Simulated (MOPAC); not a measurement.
Input for MOPAC: AM1 on SiN, 2S+1 = 2, a spin state set in the input, which need not be the lowest, a point of a bond scan (R = 1.712 Å).

```
AM1 1SCF PRECISE CHARGE=0 UHF MS=0.5 THREADS=1
NSi

N      0.00000000 1     0.00000000 1     0.00000000 1
Si     0.00000000 1     0.00000000 1     1.71205800 1
```

Output:

```
*******************************************************************************
 **                                                                           **
 **                              MOPAC v23.2.5                                **
 **                                                                           **
 *******************************************************************************
 ** MOPAC's Digital Object Identifier: https://doi.org/10.5281/zenodo.6511958 **
 **                                                                           **
 ** Please cite the open-source release paper for use of this MOPAC version:  **
 ** J. E. Moussa and J. J. P. Stewart (2026)                                  **
 ** MOPAC: An open-source semiempirical molecular orbital program             **
 ** J. Open Source Softw., 11(119), 8025, https://doi.org/10.21105/joss.08025 **
 *******************************************************************************

                              AM1 CALCULATION RESULTS

 *******************************************************************************
 *  AM1        - The AM1 Hamiltonian to be used
 *  UHF        - UNRESTRICTED HARTREE-FOCK CALCULATION
 *
 *
 *
 *                 CHARGE ON SYSTEM = 0
 *
 *
 *
 *  MS=        - IN MECI, MAGNETIC COMPONENT OF SPIN =  0.5
 *  PRECISE    - TIGHTER CRITERIA TO BE USED
 *  1SCF       - DO 1 SCF AND THEN STOP
 *  THREADS=1  - MULTI-THREADING NOT USED
 *  T=         - A TIME OF 172800.0 SECONDS REQUESTED
 *  DUMP=N     - RESTART FILE WRITTEN EVERY 7200.0 SECONDS REQUESTED
 *******************************************************************************
AM1 1SCF PRECISE CHARGE=0 UHF MS=0.5 THREADS=1
 NSi

   ATOM   CHEMICAL          X               Y               Z
  NUMBER   SYMBOL      (ANGSTROMS)     (ANGSTROMS)     (ANGSTROMS)

     1       N          0.00000000  *   0.00000000  *   0.00000000  *
     2      Si          0.00000000  *   0.00000000  *   1.71205800  *



          CARTESIAN COORDINATES

    NO.       ATOM           X           Y           Z

     1         N          0.0000      0.0000      0.0000
     2        Si          0.0000      0.0000      1.7121

  N: (AM1): M.J.S. DEWAR ET AL, J. AM. CHEM. SOC. 107 3902-3909 (1985)
 Si: (AM1): M.J.S.DEWAR, C. JIE, ORGANOMETALLICS, 6, 1486-1490 (1987).

           Empirical Formula: N Si  =     2 atoms



      MOLECULAR POINT GROUP   :   C*v


          UHF CALCULATION, NO. OF ALPHA ELECTRONS =    5
                           NO. OF BETA  ELECTRONS =    4

 -------------------------------------------------------------------------------
 AM1 1SCF PRECISE CHARGE=0 UHF MS=0.5 THREADS=1
 NSi



     1SCF WAS SPECIFIED, SO BFGS WAS NOT USED
     SCF FIELD WAS ACHIEVED


                              AM1 CALCULATION
                                                       MOPAC v23.2.5 Linux




          FINAL HEAT OF FORMATION =         88.58873 KCAL/MOL =     370.65525 KJ/MOL


          COSMO AREA              =         84.66 SQUARE ANGSTROMS
          COSMO VOLUME            =         71.31 CUBIC ANGSTROMS

          IONIZATION POTENTIAL    =         10.260280 EV
          ALPHA SOMO LUMO (EV)    =        -10.260  0.935
          BETA  SOMO LUMO (EV)    =        -12.348 -0.596
          NO. OF ALPHA ELECTRONS  =          5
          NO. OF BETA  ELECTRONS  =          4
          MOLECULAR WEIGHT        =         42.0922         POINT GROUP:  C*v

          MOLECULAR DIMENSIONS (Angstroms)

            Atom       Atom       Distance
           Si     2    N     1     1.71206
           Si     2    N     1     0.00000
            N     1   Si     2     0.00000


          SCF CALCULATIONS        =          1





   ATOM   CHEMICAL          X               Y               Z
  NUMBER   SYMBOL      (ANGSTROMS)     (ANGSTROMS)     (ANGSTROMS)

     1       N          0.00000000  *   0.00000000  *   0.00000000  *
     2      Si          0.00000000  *   0.00000000  *   1.71205800  *

                             CARTESIAN COORDINATES

   1    N        0.000000000     0.000000000     0.000000000
   2   Si        0.000000000     0.000000000     1.712058000


           Empirical Formula: N Si  =     2 atoms



      MOLECULAR POINT GROUP   :   C*v


          ALPHA EIGENVALUES
 -25.51075 -13.24432 -10.36777 -10.26028 -10.26028   0.93466   0.93466   2.20302


           BETA EIGENVALUES
 -29.85758 -12.76263 -12.34809 -12.34809  -0.59624  -0.59624  -0.54598   2.14340


              NET ATOMIC CHARGES AND DIPOLE CONTRIBUTIONS

  ATOM NO.   TYPE          CHARGE      No. of ELECS.   s-Pop       p-Pop
    1          N          -0.277226        5.2772     1.90255     3.37467
    2         Si           0.277226        3.7228     1.00049     2.72229
 DIPOLE           X         Y         Z       TOTAL
 POINT-CHG.     0.000     0.000     2.280     2.280
 HYBRID        -0.000    -0.000     0.261     0.261
 SUM           -0.000    -0.000     2.540     2.540


          ATOMIC ORBITAL ELECTRON POPULATIONS

     Atom    s        px        py        pz
    1  N   1.90255   1.02907   1.02907   1.31653
    2 Si   1.00049   0.97093   0.97093   0.78043


                    (SZ)    =    0.500000
                    (S**2)  =    1.954148


          ATOMIC ORBITAL SPIN POPULATIONS

    Atom   Total    s     px     py     pz
         Atomic
    1  N -1.6881 -0.010 -0.765 -0.765 -0.149
    2 Si  2.6881  0.686  0.765  0.765  0.473

 **********************
 *                    *
 * JOB ENDED NORMALLY *
 *                    *
 **********************




 == MOPAC DONE ==
```

The run finished. Its determinant has ⟨S²⟩ = 1.95, a mixture of spin states.

Cost: roughly 0.03 core-seconds.
